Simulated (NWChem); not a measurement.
System: CdSiH4Se; SMILES [SiH3][Cd][SeH]

```xyz
7

Cd    -0.6349     0.0601     0.0740
Se    -0.0824     2.4804     0.1531
H      1.3347     2.1953    -0.1330
Si    -1.2036    -2.3813    -0.0058
H     -1.3898    -2.8503    -1.4155
H     -2.4693    -2.6657     0.7423
H     -0.1146    -3.2044     0.6097
```
Atoms are numbered in this order, from 1.

Level: PBE0/def2-SVP with def2 effective core potentials on Cd (NWChem), optimised geometry, unscaled harmonic frequencies. This build's default masses of Se (78.918 u) and Br (79.917 u) are each other's, which moves their modes by up to 0.6 %. def2 effective core potentials on Cd; no spin-orbit coupling.

List the harmonic frequencies with IR intensities, and the thermochemistry.


```json
[
 {"frequency (cm⁻¹)": "37", "IR intensity (km/mol)": "4.1"},
 {"frequency (cm⁻¹)": "67", "IR intensity (km/mol)": "2.9"},
 {"frequency (cm⁻¹)": "68", "IR intensity (km/mol)": "3.5"},
 {"frequency (cm⁻¹)": "215", "IR intensity (km/mol)": "9.0"},
 {"frequency (cm⁻¹)": "315", "IR intensity (km/mol)": "14.8"},
 {"frequency (cm⁻¹)": "442", "IR intensity (km/mol)": "1.5"},
 {"frequency (cm⁻¹)": "450", "IR intensity (km/mol)": "3.1"},
 {"frequency (cm⁻¹)": "541", "IR intensity (km/mol)": "2.3"},
 {"frequency (cm⁻¹)": "847", "IR intensity (km/mol)": "360.6"},
 {"frequency (cm⁻¹)": "936", "IR intensity (km/mol)": "38.2"},
 {"frequency (cm⁻¹)": "938", "IR intensity (km/mol)": "38.9"},
 {"frequency (cm⁻¹)": "2208", "IR intensity (km/mol)": "88.8"},
 {"frequency (cm⁻¹)": "2220", "IR intensity (km/mol)": "82.7"},
 {"frequency (cm⁻¹)": "2221", "IR intensity (km/mol)": "82.6"},
 {"frequency (cm⁻¹)": "2435", "IR intensity (km/mol)": "13.1"}
]
```

* **zero-point energy**: 19.9 kcal/mol
* **thermal correction to the enthalpy at 298.15 K (with zero-point energy)**: 25.0 kcal/mol
* **heat capacity Cv**: 20.7 cal/(mol K)
* **entropy at 298.15 K and 1 atm (symmetry number 1)**: 88.4 cal/(mol K)

Rigid rotor and harmonic oscillator; modes under 100 cm⁻¹ make the entropy uncertain.
